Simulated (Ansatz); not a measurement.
AlH6NOSi, SMILES `O[SiH2][NH][AlH2]`, relaxed with RKS PBE0-D4/def2-TZVP in Ansatz 0.2.0 from a PBE-D4/def2-SVP geometry. The force threshold is 0.005 eV/Å; the program also tests the step.

Total charge 0; spin multiplicity 1.

Start:

```xyz
10

O    -1.260    1.444    1.229
Si   -0.633    0.891   -0.233
N    -0.121   -0.764   -0.051
Al    1.549   -1.450   -0.089
H    -1.993    2.077    1.141
H     0.595    1.653   -0.648
H    -1.708    1.045   -1.285
H    -0.886   -1.418    0.163
H     2.761   -0.461   -0.397
H     1.697   -3.018    0.172
```

```
        step  energy (eV)  largest force (eV/Å)  largest move (Å)
           1  -18103.5722                 0.748             0.000
           2  -18103.6183                 0.496             0.030
           3  -18103.6293                 0.086             0.020
4 (rejected)  -18103.6283                 0.384             0.047
           5  -18103.6306                 0.010             0.023
           6  -18103.6308                 0.039             0.033
           7  -18103.6309                 0.029             0.019
           8  -18103.6312                 0.005             0.022
           9  -18103.6313                 0.012             0.021
          10  -18103.6313                 0.007             0.014
          11  -18103.6313                 0.004             0.001
```

End:

```xyz
10

O    -1.228    1.408    1.197
Si   -0.646    0.857   -0.245
N    -0.135   -0.767   -0.073
Al    1.525   -1.422   -0.068
H    -1.864    2.124    1.166
H     0.545    1.632   -0.677
H    -1.732    0.999   -1.257
H    -0.882   -1.429    0.101
H     2.727   -0.421   -0.294
H     1.691   -2.981    0.150
```

It took 45 s on 4 threads of a server CPU on a shared host, with 0.4 GiB of host memory at the peak.
